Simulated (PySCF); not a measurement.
A PySCF script (with the pyscf-properties extension) for the NMR shieldings of SMILES C#CB(P)CB(F)F, C$_{3}$H$_{5}$B$_{2}$F$_{2}$P, on a GFN2-xTB geometry:

```python
import basis_set_exchange as bse
import numpy as np
from pyscf import gto, dft
from pyscf.prop import nmr

atoms = """
C     2.237068   -1.303198   -1.041334
C     1.224889   -0.910423   -0.515222
B    -0.038487   -0.459219    0.158242
P    -1.493111   -1.656655    0.275267
C    -0.181979    1.060870    0.613497
B    -0.539586    1.911114   -0.657349
F     0.367865    2.395240   -1.483939
F    -1.781065    2.174286   -1.018987
H     3.121724   -1.633658   -1.504680
H    -1.927757   -1.364139    1.556202
H    -0.802774   -2.801887    0.630823
H     0.768305    1.408080    1.018366
H    -0.959480    1.180074    1.367641
"""
names = dict.fromkeys(["C", "B", "P", "F", "H"], "pcSseg-1")
basis = {el: gto.basis.parse(bse.get_basis(n, elements=[el], fmt="nwchem")) for el, n in names.items()}
mol = gto.M(atom=atoms, basis=basis, charge=0, verbose=0)
mf = dft.RKS(mol, xc="PBE0")
mf.grids.level = 2
mf.grids.alignment = dft.numint.BLKSIZE   # the property module wants whole blocks of grid points
mf.conv_tol = 1e-9
mf.kernel()

calc = nmr.RKS(mf)   # GIAO
C = mf.mo_coeff
Co = C[:, mf.mo_occ > 0]
resp = mf.gen_response(singlet=True, hermi=2)
def vind(x):   # induced exchange potential for any number of trial vectors
    d = np.einsum("pi,xij,qj->xpq", C, 2 * x.reshape(-1, C.shape[1], Co.shape[1]), Co, optimize=True)
    return np.einsum("xpq,pi,qj->xij", resp(d - d.transpose(0, 2, 1)), C, Co, optimize=True).ravel()
mo1, _ = nmr.rhf.solve_mo1(calc, with_cphf=vind)
sigma = calc.kernel(mo1)
for i, s in enumerate(sigma):   # ppm
    print("%2d %-2s %9.2f" % (i, mol.atom_pure_symbol(i), np.trace(s) / 3))
```

Q: Give the expected output.

A: 
```
 0 C      46.37
 1 C      90.32
 2 B      23.62
 3 P     487.50
 4 C     156.87
 5 B      74.22
 6 F     234.44
 7 F     233.87
 8 H      26.51
 9 H      28.89
10 H      28.62
11 H      29.74
12 H      29.46
```

These numbers come from an equivalent density-fitted implementation of the same equations, which agrees with the script to about 0.01 ppm for H and up to a few tenths of a ppm for heavy atoms, so last digits may differ.

Size and cost of the density-fitted run: 168 basis functions, 68 s wall time on 1 thread of an Intel Xeon, shared host; peak memory 0.75 GiB.
